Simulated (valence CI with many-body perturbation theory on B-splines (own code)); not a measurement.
**E1 transitions of Ag XLI**

Method: configuration interaction combined with many-body perturbation theory (CI+MBPT): five valence electrons over a frozen Dirac-Fock core [He], radial functions for each j: 11 s, 11 p, 10 d, 8 f, 5 g, 2 h, with the one-electron correlation potential Σ1, the two-electron term Σ2, the three-electron term Σ3, Breit, model QED; selected CI, second order for the rest, scaled by the run's own slope (own B-spline code, finite nucleus).

The last digits are not significant, and no measured levels were compared; by estimate large intervals hold to a few tenths of a per cent, small ones and those within an open d or f shell to about a per cent. Among the levels kept, up to 7100 cm⁻¹ of a level comes from second order outside the variational space, and about a tenth of that is noise between levels of different J, which matters for small intervals.

Lines 201 to 250 of 600 in falling wavelength, among levels below 312.91 Ry, chosen from the strongest by gf and those to the six lowest levels. Wavelengths and rates use the calculated energies. Electric multipoles are in the length gauge, E1 and E2 with the static RPA response of the core. Weak lines are less certain than strong ones. Lines between different terms over intervals too small for the method are left out, as are lines whose strength nearly cancels. The highest levels of a list are the least certain.

Levels are named by their leading jj configuration (3d3/2^4 stands for four electrons in 3d with j = 3/2), which in mixed levels can hold well under half, so a name can repeat and another be missing. Letters in brackets count levels of one name in rising energy.

```
λ vac (Å)                               Upper                               Lower   A (s⁻¹)  S (a.u.) with core polarisation  S without
    34.19       (2p1/2^2 2p3/2^2 3p3/2) J=7/2  (2s 2p1/2^2 2p3/2 3p3/2) J=5/2 [b]  1.68e+11                         2.64e-02   2.65e-02
    34.14               (2s 2p3/2^3 3s) J=5/2             (2s^2 2p3/2^2 3s) J=5/2  1.42e+11                         1.67e-02   1.68e-02
    34.04            (2s 2p3/2^3 3p3/2) J=3/2          (2s^2 2p3/2^2 3p3/2) J=5/2  1.18e+11                         9.18e-03   9.20e-03
    33.97          (2p1/2^2 2p3/2^2 3s) J=5/2     (2s 2p1/2^2 2p3/2 3s) J=3/2 [b]  1.69e+11                         1.97e-02   1.97e-02
    33.81           (2s 2p3/2^3 3s) J=3/2 [a]             (2s^2 2p3/2^2 3s) J=3/2  1.58e+11                         1.20e-02   1.21e-02
    33.69        (2s 2p1/2 2p3/2^3) J=3/2 [a]          (2s^2 2p1/2 2p3/2^2) J=3/2  2.78e+11                         2.10e-02   2.11e-02
    33.69            (2s 2p3/2^3 3p3/2) J=5/2          (2s^2 2p3/2^2 3p3/2) J=5/2  1.53e+11                         1.73e-02   1.74e-02
    33.67       (2p1/2^2 2p3/2^2 3p1/2) J=3/2      (2s 2p1/2^2 2p3/2 3p1/2) J=1/2  1.43e+11                         1.08e-02   1.08e-02
    33.66       (2p1/2^2 2p3/2^2 3p1/2) J=5/2  (2s 2p1/2^2 2p3/2 3p1/2) J=3/2 [b]  1.70e+11                         1.93e-02   1.93e-02
    33.25  (2s 2p1/2 2p3/2^2 3d5/2) J=9/2 [c]  (2s^2 2p1/2 2p3/2 3d5/2) J=7/2 [c]  7.45e+10                         1.35e-02   1.36e-02
    33.10            (2s 2p3/2^3 3p3/2) J=1/2          (2s^2 2p3/2^2 3p3/2) J=1/2  2.50e+11                         8.96e-03   8.98e-03
    33.04  (2s 2p1/2 2p3/2^2 3p3/2) J=7/2 [c]  (2s^2 2p1/2 2p3/2 3p3/2) J=5/2 [b]  8.01e+10                         1.14e-02   1.14e-02
    33.04  (2s 2p1/2^2 2p3/2 3d5/2) J=7/2 [b]          (2s^2 2p1/2^2 3d5/2) J=5/2  1.91e+11                         2.72e-02   2.72e-02
    32.99          (2p1/2^2 2p3/2^2 3s) J=3/2         (2s 2p1/2^2 2p3/2 3s) J=1/2  1.36e+11                         9.62e-03   9.64e-03
    32.93  (2s 2p1/2 2p3/2^2 3d5/2) J=7/2 [d]  (2s^2 2p1/2 2p3/2 3d5/2) J=7/2 [c]  8.32e+10                         1.17e-02   1.18e-02
    32.81            (2s 2p1/2 2p3/2^3) J=5/2          (2s^2 2p1/2 2p3/2^2) J=5/2  2.70e+11                         2.83e-02   2.83e-02
    32.74  (2s 2p1/2^2 2p3/2 3p3/2) J=5/2 [b]          (2s^2 2p1/2^2 3p3/2) J=3/2  2.81e+11                         2.92e-02   2.93e-02
    32.67  (2s 2p1/2 2p3/2^2 3d5/2) J=7/2 [e]  (2s^2 2p1/2 2p3/2 3d5/2) J=7/2 [c]  1.68e+11                         2.31e-02   2.32e-02
    32.64           (2s 2p3/2^3 3s) J=3/2 [b]             (2s^2 2p3/2^2 3s) J=1/2  1.35e+11                         9.30e-03   9.32e-03
    32.51            (2s 2p1/2 2p3/2^3) J=1/2          (2s^2 2p1/2 2p3/2^2) J=1/2  2.12e+11                         7.19e-03   7.20e-03
    32.49  (2s 2p1/2 2p3/2^2 3d5/2) J=5/2 [e]  (2s^2 2p1/2 2p3/2 3d5/2) J=3/2 [b]  1.41e+11                         1.43e-02   1.44e-02
    32.42      (2s 2p1/2^2 2p3/2 3p1/2) J=1/2          (2s^2 2p1/2^2 3p1/2) J=1/2  3.09e+11                         1.04e-02   1.04e-02
    32.38  (2s 2p1/2^2 2p3/2 3d3/2) J=5/2 [b]          (2s^2 2p1/2^2 3d3/2) J=3/2  2.01e+11                         2.02e-02   2.03e-02
    32.30  (2s 2p1/2 2p3/2^2 3d5/2) J=3/2 [d]  (2s^2 2p1/2 2p3/2 3d5/2) J=3/2 [b]  1.36e+11                         9.02e-03   9.05e-03
    32.25  (2s 2p1/2 2p3/2^2 3p3/2) J=5/2 [e]  (2s^2 2p1/2 2p3/2 3p3/2) J=5/2 [b]  2.62e+11                         2.60e-02   2.61e-02
    32.23  (2s 2p1/2^2 2p3/2 3p1/2) J=3/2 [b]          (2s^2 2p1/2^2 3p1/2) J=1/2  2.97e+11                         1.96e-02   1.96e-02
    32.22         (2s 2p1/2^2 2p3/2 3s) J=1/2             (2s^2 2p1/2^2 3s) J=1/2  3.16e+11                         1.04e-02   1.05e-02
    32.21  (2s 2p1/2 2p3/2^2 3p3/2) J=1/2 [d]  (2s^2 2p1/2 2p3/2 3p3/2) J=1/2 [b]  2.46e+11                         8.10e-03   8.12e-03
    32.17               (2p1/2 2p3/2^4) J=1/2        (2s 2p1/2 2p3/2^3) J=3/2 [b]  7.26e+11                         2.39e-02   2.39e-02
    32.13  (2s 2p1/2 2p3/2^2 3d5/2) J=5/2 [e]  (2s^2 2p1/2 2p3/2 3d5/2) J=5/2 [b]  1.47e+11                         1.44e-02   1.45e-02
    32.12  (2s 2p1/2^2 2p3/2 3d3/2) J=3/2 [b]          (2s^2 2p1/2^2 3d3/2) J=3/2  2.53e+11                         1.66e-02   1.66e-02
    32.08  (2s 2p1/2^2 2p3/2 3p3/2) J=3/2 [b]          (2s^2 2p1/2^2 3p3/2) J=3/2  3.06e+11                         1.99e-02   2.00e-02
    32.06  (2s 2p1/2 2p3/2^2 3d3/2) J=5/2 [e]  (2s^2 2p1/2 2p3/2 3d5/2) J=5/2 [a]  1.40e+11                         1.37e-02   1.37e-02
    31.99  (2s 2p1/2 2p3/2^2 3d3/2) J=7/2 [c]  (2s^2 2p1/2 2p3/2 3d5/2) J=7/2 [b]  9.84e+10                         1.27e-02   1.27e-02
    31.97     (2s 2p1/2^2 2p3/2 3s) J=3/2 [b]             (2s^2 2p1/2^2 3s) J=1/2  2.97e+11                         1.92e-02   1.92e-02
    31.94  (2s 2p1/2 2p3/2^2 3p3/2) J=3/2 [c]  (2s^2 2p1/2 2p3/2 3p3/2) J=5/2 [a]  2.14e+11                         1.38e-02   1.38e-02
    31.94  (2s 2p1/2 2p3/2^2 3p3/2) J=1/2 [b]  (2s^2 2p1/2 2p3/2 3p3/2) J=3/2 [a]  3.33e+11                         1.07e-02   1.07e-02
    31.92  (2s 2p1/2 2p3/2^2 3d5/2) J=5/2 [c]  (2s^2 2p1/2 2p3/2 3d5/2) J=7/2 [a]  2.20e+11                         2.12e-02   2.13e-02
    31.86  (2s 2p1/2 2p3/2^2 3p3/2) J=7/2 [c]      (2s^2 2p1/2 2p3/2 3p3/2) J=7/2  3.92e+11                         5.01e-02   5.02e-02
    31.86     (2s 2p1/2 2p3/2^2 3s) J=5/2 [c]          (2s^2 2p1/2^2 3d5/2) J=5/2  2.56e+11                         2.45e-02   2.46e-02
    31.84  (2s 2p1/2 2p3/2^2 3d5/2) J=9/2 [c]      (2s^2 2p1/2 2p3/2 3d5/2) J=9/2  3.38e+11                         5.38e-02   5.39e-02
    31.84  (2s 2p1/2^2 2p3/2 3d5/2) J=5/2 [b]         (2s^2 2p1/2 2p3/2 3s) J=5/2  2.59e+11                         2.48e-02   2.48e-02
    31.83     (2s 2p1/2 2p3/2^2 3s) J=3/2 [c]     (2s^2 2p1/2 2p3/2 3s) J=3/2 [b]  4.48e+11                         2.85e-02   2.85e-02
    31.79  (2s 2p1/2 2p3/2^2 3p1/2) J=5/2 [c]      (2s^2 2p1/2 2p3/2 3p1/2) J=5/2  4.38e+11                         4.17e-02   4.18e-02
    31.79  (2s 2p1/2^2 2p3/2 3d3/2) J=1/2 [b]          (2s^2 2p1/2^2 3d3/2) J=3/2  2.77e+11                         8.78e-03   8.80e-03
    31.78  (2s 2p1/2^2 2p3/2 3p3/2) J=1/2 [b]          (2s^2 2p1/2^2 3p3/2) J=3/2  3.22e+11                         1.02e-02   1.02e-02
    31.77     (2s 2p1/2 2p3/2^2 3s) J=3/2 [d]          (2s^2 2p1/2^2 3d5/2) J=5/2  2.88e+11                         1.83e-02   1.83e-02
    31.77  (2s 2p1/2 2p3/2^2 3d3/2) J=7/2 [c]  (2s^2 2p1/2 2p3/2 3d5/2) J=7/2 [a]  2.26e+11                         2.86e-02   2.87e-02
    31.75  (2s 2p1/2 2p3/2^2 3d3/2) J=3/2 [f]  (2s^2 2p1/2 2p3/2 3d3/2) J=3/2 [b]  1.75e+11                         1.11e-02   1.11e-02
    31.72  (2s 2p1/2 2p3/2^2 3d3/2) J=3/2 [e]  (2s^2 2p1/2 2p3/2 3d3/2) J=5/2 [b]  3.06e+11                         1.93e-02   1.93e-02
```
